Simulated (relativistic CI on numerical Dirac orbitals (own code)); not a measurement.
## How well does a small relativistic CI reproduce P3+?

Method of calculation: Dirac-Coulomb-Breit CI, separate exchange-only KLI orbitals for each configuration, model QED, valence Slater integrals scaled by 0.85, P86 correlation energy added to each configuration (own radial code, finite nucleus).

Configurations in the expansion (outside the closed core [Ne]): 3s2, 3s.3p, 3p2, 3s.3d, 3d2, 3p.3d, 3s.4s, 3p.4s, 3s.4p, 3s.4d, 3s.4f, 3s.5s, 3d.4s, 3s.5p, 3s.5d, 3s.5f. Levels of other configurations are missing.

| Configuration | Term (tabulated) | J | Measured (cm⁻¹) | Computed | Error | Purity (%) |
| --- | --- | --- | --- | --- | --- | --- |
| 3s2 | 1S | 0 | 0.0 | 0 | 0 | 97 |
| 3s.3p | 3P° | 0 | 67918.0 | 66328 | -1590 | 99 |
| 3s.3p | 3P° | 1 | 68146.5 | 66549 | -1598 | 99 |
| 3s.3p | 3P° | 2 | 68615.2 | 67001 | -1614 | 99 |
| 3p2 | 1D | 2 | 158141.8 | 157936 | -206 | 73 |
| 3p2 | 3P | 0 | 164941.4 | 163682 | -1260 | 99 |
| 3p2 | 3P | 1 | 165185.4 | 163918 | -1267 | 99 |
| 3p2 | 3P | 2 | 165654.0 | 164375 | -1280 | 99 |
| 3p2 | 1S | 0 | 194591.8 | 192722 | -1870 | 93 |
| 3s.3d | 1D | 2 | 219153.9 | 219374 | 220 | 72 |
| 3s.4s | 3S | 1 | 226898.1 | 227190 | 292 | 100 |
| 3s.4s | 1S | 0 | 233998.0 | 235411 | 1413 | 99 |
| 3s.4p | 1P° | 1 | 257522.7 | 257986 | 463 | 95 |
| 3p.3d | 3F° | 2 | 262005.3 | 262014 | 8 | 98 |
| 3p.3d | 3F° | 4 | 262567.2 | 262561 | -6 | 98 |
| 3p.3d | 1D° | 2 | 267015.2 | 266275 | -740 | 100 |
| 3p.3d | 3P° | 2 | 281020.0 | 279819 | -1201 | 97 |
| 3p.3d | 3P° | 1 | 281257.8 | 280059 | -1199 | 98 |
| 3p.3d | 3P° | 0 | 281399.9 | 280205 | -1195 | 99 |
| 3p.3d | 3D° | 3 | 283329.1 | 281826 | -1503 | 100 |
| 3s.4d | 3D | 1 | 293242.9 | 293628 | 385 | 100 |
| 3s.4d | 3D | 2 | 293247.7 | 293627 | 379 | 100 |
| 3s.4d | 3D | 3 | 293255.3 | 293626 | 370 | 100 |
| 3s.4d | 1D | 2 | 295328.6 | 297073 | 1744 | 98 |
| 3s.5s | 3S | 1 | 309111.4 | 309386 | 275 | 100 |
| 3s.5s | 1S | 0 | 311183.0 | 312442 | 1259 | 100 |

Measured levels from Martin, Zalubas and Musgrove, J. Phys. Chem. Ref. Data 14, 751 (1985); pairs were made by configuration, J and term (by order where the table uses no LS term), so strongly mixed levels may be paired wrongly.

Mean error by configuration (cm⁻¹): 3s.3p -1600; 3p2 -1176; 3s.3d 220; 3s.4s 853; 3s.4p 463; 3p.3d -834; 3s.4d 720; 3s.5s 767. Over the excited levels the mean absolute error is 933 cm⁻¹ (25 of the 26 excited levels that our extract of the source holds in range could be paired, and the others can miss by more), and the median relative error of those above 1,000 cm⁻¹ is 0.42 %.
